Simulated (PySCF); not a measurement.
Start geometry of `[CH3][Sb]([CH3])[CH3]` (SbMe3) from GFN2-xTB (Å):
```
atom  x, y, z in Å
Sb1    0.074   -0.072    1.238
C2     1.806   -0.018    0.026
H3     2.391    0.826    0.284
H4     1.666    0.080   -1.029
H5     2.362   -0.945    0.171
C6    -0.921    1.590    0.042
H7    -0.774    1.348   -1.006
H8    -0.390    2.543    0.250
H9    -1.967    1.661    0.354
C10   -0.919   -1.578    0.088
H11   -2.007   -1.586    0.260
H12   -0.485   -2.530    0.368
H13   -0.805   -1.373   -1.025
```

Q: What comes out of this run: PBE0-D3(BJ)/def2-SVP geometry optimisation, gas phase, def2 core potentials past Kr (PySCF 2.14.0)?

A: 
```
atom  x, y, z in Å
Sb1    0.028   -0.008    1.205
C2     1.843   -0.018    0.013
H3     2.471    0.843    0.284
H4     1.595    0.034   -1.057
H5     2.411   -0.939    0.211
C6    -0.902    1.592    0.069
H7    -0.821    1.386   -1.009
H8    -0.405    2.547    0.294
H9    -1.964    1.677    0.342
C10   -0.931   -1.587    0.062
H11   -2.008   -1.596    0.280
H12   -0.509   -2.563    0.342
H13   -0.778   -1.421   -1.015
```

The energy falls by 25.5 kJ/mol over 5 energy and gradient evaluations, the largest force component goes from 0.0295 to 3.9e-04 Eh/bohr, and the atoms move by 0.057 Å rms after alignment. The bond that changes most is Sb1–C6 (ends: antimony bonded to 3 C; carbon bonded to Sb and 3 H), which shortens by 0.105 Å. Bonds longer at the end by more than 0.005 Å: 8 of 12; shorter: 3. Among the angles that change most is Sb1–C2–H4, from 117.5° to 110.2°. Rotational constants go from 3725, 3671, 3008 to 3728, 3715, 2973 MHz. The orientation of the end geometry is arbitrary; only internal coordinates are fixed.

The run used 113 basis functions and 35 SCF cycles in all. The run took 23 s wall on one thread, Arm Neoverse V2 (aarch64), on a shared host, and the process peaked at 0.45 GiB of memory.

Whether it is a minimum is left open (no frequencies).
